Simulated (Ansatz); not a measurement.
`CC(C)[NH][Ge]([CH3])([CH3])[Cl]` + CH₄ → `[CH3][Ge]([CH3])([CH3])[Cl]` + `CC(C)N`  (formal exchange of groups at a Ge–N bond)

Isolated molecules relaxed with PBE0-D4/def2-TZVP in Ansatz; ΔE leaves out vibrations. CBS: MP2 limit from def2 TZ/QZ plus the TZ coupled-cluster correction, frozen cores. This one scheme is used for every species. Functionals use def2-TZVPP. B3LYP here is the variant with VWN-RPA as its local correlation; programs differ in this. HSE06 is defined as in plane-wave codes. For Ge outer-core shells are correlated without core-valence functions, which leaves a few kJ/mol of doubt a bond. Scalar relativity is left out up to krypton. Each species was taken in one conformer, which may not be the lowest.

```
             level  ΔE (kcal/mol)  difference from CCSD(T)/CBS
       LDA (SPW92)            8.1                         -0.6
            PBE-D4            8.2                         -0.5
           BLYP-D4           10.0                          1.3
         r2SCAN-D4            8.5                         -0.2
            B97M-V            8.8                          0.1
           PBE0-D4            7.9                         -0.8
          B3LYP-D4            9.5                          0.8
        r2SCANh-D4            8.4                         -0.3
        r2SCAN0-D4            8.2                         -0.5
          HSE06-D4            7.8                         -0.9
          BHLYP-D4            9.4                          0.7
      CAM-B3LYP-D4            9.2                          0.5
           ωB97X-V            8.4                         -0.3
           ωB97M-V            8.2                         -0.5
            B2PLYP            7.9                         -0.8
          PBE-QIDH            7.6                         -1.1
            revPBE            5.3                         -3.4
              BLYP            6.5                         -2.2
            r2SCAN            7.7                         -1.0
              PBE0            6.1                         -2.6
             B3LYP            6.6                         -2.1
           r2SCANh            7.5                         -1.2
           r2SCAN0            7.3                         -1.4
             HSE06            6.1                         -2.6
             BHLYP            6.9                         -1.8
         CAM-B3LYP            7.2                         -1.5
           LC-ωPBE            6.4                         -2.3
RPA@PBE/def2-TZVPP            8.6                         -0.1
       HF/def2-SVP            8.7                          0.0
     CCSD/def2-SVP           11.3                          2.6
  CCSD(T)/def2-SVP           12.0                          3.3
     HF/def2-TZVPP            6.8                         -1.9
    MP2/def2-TZVPP            9.3                          0.6
CCSD(T)/def2-TZVPP            8.8                          0.1
     HF/def2-QZVPP            6.8                         -1.9
    MP2/def2-QZVPP            9.2                          0.5
SCS-MP2/def2-QZVPP            8.8                          0.1
      HF/CBS(def2)            6.8                         -1.9
     MP2/CBS(def2)            9.2                          0.5
    CCSD/CBS(def2)            8.0                         -0.7
       CCSD(T)/CBS            8.7                            0
```

Largest T1 diagnostic among the species: 0.010.

Leaving LDA and LC-ωPBE aside and taking each functional with its dispersion term where it has one, the values spread over 2.5 kcal/mol, from PBE-QIDH to BLYP-D4. LDA lies +1.8 kcal/mol from PBE without D4. The D4 term adds +2.9 kcal/mol with B3LYP and +1.8 kcal/mol with PBE0; it sums over pairs of atoms, weighted by their polarisabilities, and B3LYP, whose exchange is more repulsive, gets the larger term.
